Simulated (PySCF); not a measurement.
Working out the ionisation energy of Ti

Ti [Ar] 3d2 4s2 (3F) → Ti+ [Ar] 3d2 4s1 (4F). Calculation: PySCF 2.14, in ANO-RCC-VTZP (6s5p3d2f1g, 59 functions); scalar relativity by spin-free X2C-1e. Frozen: [Ne]. Energies in hartree (1 hartree = 27.21139 eV):

| part | Ti (lower) | Ti+ (upper) |
| --- | --- | --- |
| UHF | -852.748178 | -852.543855 |
| CCSD correlation | -0.367585 | -0.327461 |
| (T) | -0.011381 | -0.007440 |

Q: What does Hartree-Fock give?

A: (-852.543855) − (-852.748178) = 0.204323 hartree = 5.560 eV.

Q: What do CCSD and CCSD(T) give?

A: The CCSD correlation energies differ by 0.040124 hartree = 1.092 eV and the triples by 0.003941 hartree = 0.107 eV, so CCSD gives 6.652 eV and CCSD(T) 6.759 eV.

Measured between the centres of the two terms (NIST): 6.828 eV, so CCSD(T) (valence and next inner shell) is off by -0.069 eV.

What remains against the reference includes basis incompleteness, the frozen core and higher excitations.
